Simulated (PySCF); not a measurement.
## Interval between two levels of As³⁺ by level of theory

As³⁺ [Ar] 3d10 4s2 → As³⁺ [Ar] 3d9 4s2 4p1 [3F4, M_J = 4], as a difference of total energies. All numbers are calculated (PySCF 2.14, the two-component X2C-1e Hamiltonian, in x2c-TZVPall-2c). Correlated levels: [Ne] frozen. "Screened" scales the spin-orbit matrix elements by Boettger's factors to mimic the two-electron term; Breit and QED terms are absent.

```tsv
method	interval between two levels (cm⁻¹)
GHF (spin-free)	359930
GMP2 (spin-free)	369350
GHF (screened spin-orbit)	358910
GMP2 (screened spin-orbit)	368330
```

The labels give the starting determinants; with spin-orbit coupling the two ends relaxed to ⟨J²⟩ = 0.00, ⟨L²⟩ = 0.00, ⟨S²⟩ = 0.00 and ⟨J²⟩ = 20.01, ⟨L²⟩ = 12.01, ⟨S²⟩ = 2.00.
